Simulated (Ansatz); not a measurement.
`C=C(F)[SiH2][AlH2]` and `C=C(F)BO` differ in one atom or group.

Ansatz, PBE0-D4/def2-TZVP geometries, multiplicity 1. Each molecule was computed in one conformer, which needn't be the lowest.

| property | `C=C(F)[SiH2][AlH2]` |
| --- | --- |
| LUMO energy (PBE/def2-TZVPP) / eV | -3.00 |
| HOMO energy (ωB97M-V/def2-TZVPP) / eV | -9.79 |
| LUMO energy (ωB97M-V/def2-TZVPP) / eV | -0.63 |
| HOMO–LUMO gap (PBE/def2-TZVPP) / eV | 3.50 |
| HOMO energy (B3LYP/def2-TZVPP) / eV | -7.48 |
| HOMO energy (PBE/def2-TZVPP) / eV | -6.51 |

Problem. What does the change do to each property? (Estimate.)

Solution. The calculation gave: 
```json
{"property": "LUMO energy (PBE/def2-TZVPP) / eV", "`C=C(F)BO`": "-2.35", "shift": "0.65"}
{"property": "HOMO energy (ωB97M-V/def2-TZVPP) / eV", "`C=C(F)BO`": "-10.28", "shift": "-0.49"}
{"property": "LUMO energy (ωB97M-V/def2-TZVPP) / eV", "`C=C(F)BO`": "0.70", "shift": "1.33"}
{"property": "HOMO–LUMO gap (PBE/def2-TZVPP) / eV", "`C=C(F)BO`": "4.46", "shift": "0.96"}
{"property": "HOMO energy (B3LYP/def2-TZVPP) / eV", "`C=C(F)BO`": "-7.82", "shift": "-0.34"}
{"property": "HOMO energy (PBE/def2-TZVPP) / eV", "`C=C(F)BO`": "-6.81", "shift": "-0.30"}
```

With PBE0 the HOMO falls by 0.33 eV and the LUMO rises by 0.84 eV, so the gap widens by about 1.17 eV. PBE moves the HOMO by -0.30 eV and ωB97M-V by -0.49 eV.

B3LYP here is the variant with VWN-RPA as its local correlation; programs differ in this.
